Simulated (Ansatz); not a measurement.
`CC1=C[CH]1[SnH3]` + `CO[SiH2]N` → `N[SiH2][O][SnH3]` + `CC1=CC1C`  (formal exchange of groups at the Sn–C bond)

Gas-phase electronic energies from Ansatz, PBE0-D4/def2-TZVP geometries. CCSD(T)/CBS adds triple-zeta CCSD(T) − MP2 to the extrapolated MP2 energy (def2 sets, frozen cores). This one scheme is used for every species. Functionals use def2-TZVPP. def2 core potentials past Kr. For Sn outer-core shells are correlated without core-valence functions, which leaves a few kJ/mol of doubt a bond. Each species was taken in one conformer, which may not be the lowest.

`CC1=C[CH]1[SnH3]`:

Z-matrix (Å, degrees):
```
C
C 1 1.464
H 1 1.095 2 110.1
H 1 1.091 2 111.7 3 121.0
H 1 1.094 2 110.4 3 -117.6
C 2 1.288 1 152.7 3 -120.1
C 2 1.505 1 142.6 3 56.9
H 6 1.077 2 150.6 1 -0.1
Sn 7 2.148 2 121.6 1 -71.1
H 7 1.094 2 117.6 1 77.0
H 9 1.713 7 111.7 2 -141.8
H 9 1.714 7 112.0 2 97.5
H 9 1.714 7 108.2 2 -22.4
```

`CO[SiH2]N`:

```xyz
11

C     0.184   -0.160   -1.713
O    -0.033    0.868   -0.778
Si   -0.556    0.579    0.755
N     0.470   -0.359    1.743
H     1.007   -0.815   -1.405
H    -0.714   -0.774   -1.855
H     0.444    0.293   -2.671
H    -1.836   -0.178    0.698
H    -0.696    1.937    1.323
H     0.370   -1.356    1.827
H     1.362   -0.035    2.077
```

`N[SiH2][O][SnH3]`:

Z-matrix (Å, degrees):
```
Si
O 1 1.628
Sn 1 3.205 2 30.0
N 1 1.722 2 110.9 3 21.6
H 1 1.486 2 107.0 3 143.7
H 1 1.488 2 111.4 3 -95.2
H 3 1.704 1 99.1 2 113.3
H 3 1.705 1 92.0 2 -133.3
H 3 1.703 1 126.7 2 -13.3
H 4 1.007 1 122.0 2 86.0
H 4 1.006 1 120.3 2 -124.2
```

`CC1=CC1C`:

Cartesian coordinates in Å:
```
C 1.289 -1.103 -1.052
C 0.324 -0.045 -0.731
C -0.645 0.746 -1.052
C -0.168 0.852 0.364
C -0.979 0.322 1.522
H 1.147 -1.962 -0.390
H 1.192 -1.438 -2.086
H 2.311 -0.746 -0.893
H -1.347 1.109 -1.785
H 0.452 1.714 0.631
H -1.569 -0.546 1.216
H -1.670 1.080 1.903
H -0.336 0.018 2.355
```

```json
{"level": "PBE", "ΔE (kJ/mol)": "-112.4"}
{"level": "PBE0", "ΔE (kJ/mol)": "-116.6"}
{"level": "HF/def2-TZVPP", "ΔE (kJ/mol)": "-128.5"}
{"level": "SCS-MP2/def2-QZVPP", "ΔE (kJ/mol)": "-126.4"}
```

(1) What does CCSD(T)/CBS give? (Best estimate.)

Largest T1 diagnostic among the species: 0.013.

Answers

(1) Computed: -124.6 kJ/mol. The listed levels differ from it by 12.2, 8.0, -3.9, -1.8 kJ/mol.

In def2-TZVPP, CCSD(T) changes the Hartree–Fock value by +7.9 kJ/mol (the triples alone add +1.0 kJ/mol) and MP2 by +5.6 kJ/mol. From PBE to PBE0 (25 % exact exchange), in def2-TZVPP and without D4, ΔE moves by −4.1 kJ/mol.
